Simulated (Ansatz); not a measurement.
`[SiH3][SiH2][SiH2][SiH2][SiH2][SiH3]` + `[GeH3][SiH2][GeH3]` → `[SiH3][SiH2][SiH2][GeH2][SiH2][GeH3]` + trisilane  (formal exchange of groups at the Si–Si bond)

Calculated with Ansatz (gas phase, PBE0-D4/def2-TZVP geometries, no zero-point term in ΔE). CCSD(T)/CBS is the MP2 limit (def2-TZVPP, def2-QZVPP) plus CCSD(T) − MP2 in def2-TZVPP, frozen cores. DFT in def2-TZVPP. For Ge outer-core shells are correlated without core-valence functions, which leaves a few kJ/mol of doubt a bond. Scalar relativity is left out up to krypton. Each species was taken in one conformer, which may not be the lowest.

`[SiH3][SiH2][SiH2][SiH2][SiH2][SiH3]`:

Z-matrix (Å, degrees):
```
Si
Si 1 2.340
H 1 1.487 2 111.3
H 1 1.488 2 109.9 3 120.1
H 1 1.487 2 109.8 3 -120.3
Si 2 2.342 1 112.9 3 64.6
H 2 1.491 1 109.6 3 -57.6
H 2 1.491 1 107.8 3 -174.6
Si 6 2.339 2 111.1 1 -82.2
H 6 1.490 2 109.2 1 38.6
H 6 1.491 2 109.5 1 156.6
Si 9 2.338 6 110.0 2 52.0
H 9 1.491 6 109.8 2 172.5
H 9 1.490 6 109.0 2 -69.0
Si 12 2.339 9 109.4 6 53.5
H 12 1.489 9 108.7 6 -66.6
H 12 1.490 9 110.8 6 174.7
H 15 1.488 12 109.3 9 69.7
H 15 1.488 12 110.0 9 -49.0
H 15 1.487 12 111.6 9 -169.7
```

`[GeH3][SiH2][GeH3]`:

Cartesian coordinates in Å:
```
Ge -1.602 -0.033 -1.174
Si 0.326 0.930 -0.167
Ge 1.370 -0.631 1.293
H -2.293 0.959 -2.124
H -2.610 -0.453 -0.091
H -1.210 -1.285 -1.978
H -0.067 2.144 0.600
H 1.288 1.340 -1.227
H 1.791 -1.886 0.512
H 0.390 -1.058 2.399
H 2.620 -0.027 1.956
```

`[SiH3][SiH2][SiH2][GeH2][SiH2][GeH3]`:

Z-matrix (Å, degrees):
```
Si
Si 1 2.340
H 1 1.487 2 111.0
H 1 1.488 2 110.0 3 120.1
H 1 1.487 2 109.8 3 -120.2
Si 2 2.340 1 112.6 3 63.4
H 2 1.491 1 109.6 3 -58.3
H 2 1.491 1 108.0 3 -175.6
Ge 6 2.382 2 111.1 1 -80.2
H 6 1.489 2 109.5 1 40.4
H 6 1.490 2 109.8 1 158.8
Si 9 2.379 6 110.9 2 54.0
H 9 1.541 6 109.5 2 174.7
H 9 1.541 6 109.2 2 -67.5
Ge 12 2.379 9 109.5 6 52.0
H 12 1.488 9 109.0 6 -68.3
H 12 1.489 9 110.5 6 172.9
H 15 1.538 12 110.3 9 -49.0
H 15 1.538 12 111.8 9 -169.6
H 15 1.539 12 109.7 9 69.8
```

`[SiH3][SiH2][SiH3]`:

Cartesian coordinates in Å:
```
Si 1.230 -0.291 1.487
Si 0.481 -0.452 -0.723
Si -1.583 0.622 -0.957
H 2.544 -0.967 1.662
H 0.242 -0.924 2.401
H 1.376 1.140 1.866
H 0.344 -1.887 -1.101
H 1.478 0.176 -1.636
H -1.448 2.057 -0.590
H -2.583 -0.006 -0.052
H -2.082 0.532 -2.356
```

```csv
level,ΔE (kJ/mol)
revPBE,-11.4
LC-ωPBE,-11.3
```

Q: What does CCSD(T)/CBS give? (Estimate.)

A: Ansatz gave: -16.5 kJ/mol. The listed levels differ from it by 5.1, 5.2 kJ/mol.

Largest T1 diagnostic among the species: 0.014.

Leaving LDA and LC-ωPBE aside and taking each functional with its dispersion term where it has one, the values, not all of them listed here, spread over 11.4 kJ/mol, from B2PLYP to B97M-V. At CCSD(T), def2-SVP lies +3.8 kJ/mol from the extrapolated value and def2-TZVPP −0.3 kJ/mol.
